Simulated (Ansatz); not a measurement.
Ideal-gas functions of CH$_{6}$BSb, SMILES `[BH2][SbH][CH3]` at 298.15 K and 1 bar, from an Ansatz frequency run at PBE0-D4/def2-TZVP.

Molar mass 150.63 g/mol, point group C1 (symmetry number 1), electronic degeneracy 1, moments of inertia 55.146, 90.732, 135.695 u Å². Harmonic wavenumbers (cm⁻¹, unscaled): 97, 135, 263, 387, 519, 528, 574, 657, 804, 840, 899, 1147, 1233, 1453, 1461, 1968, 2585, 2687, 3076, 3173, 3187.

Use S(trans) = R[1.5 ln M + 2.5 ln T − 1.1517]; rotational temperatures θ = 24.2544 K / I; S(rot) = R[ln(√π/σ · √(T³/θAθBθC)) + 1.5]; for each mode x = 1.438777 ν̃/T, S = R[x/(eˣ − 1) − ln(1 − e⁻ˣ)] and H = RT x/(eˣ − 1); 1 cm⁻¹ = 0.0119627 kJ/mol; R = 8.31446 J/(mol·K).

**Question.** By hand: the entropy, in J/(mol·K).

**Answer.** Translation 171.4. Rotation: θ = 0.4398, 0.2673, 0.1787 K, giving 104.3. Vibration, mode by mode: 14.70, 12.02, 6.87, 4.23, 2.56, 2.48, 2.08, 1.51, 0.85, 0.74, 0.59, 0.22, 0.15, 0.06, 0.06, 0.01, 0.00, 0.00, 0.00, 0.00, 0.00, in all 49.1. Electronic 0.0. Sum 324.8 J/(mol·K).

**Question.** By hand: H − E and G − E in kJ/mol, counted from the electronic energy.

**Answer.** Zero-point energy ½ × 27673 × 0.0119627 = 165.5; thermal vibration 8.3; translation, rotation and pV give 4 RT = 9.9. H − E = 183.7 kJ/mol, and G − E = 183.7 − 298.15 × 324.8/1000 = 86.9 kJ/mol.

Vibration gives 15 % of the entropy, 26.7 J/(mol·K) of it from the modes under 150 cm⁻¹: soft modes count most, and the harmonic formula is weakest for them. The sum counts one conformer and one mirror image; others add a mixing term.
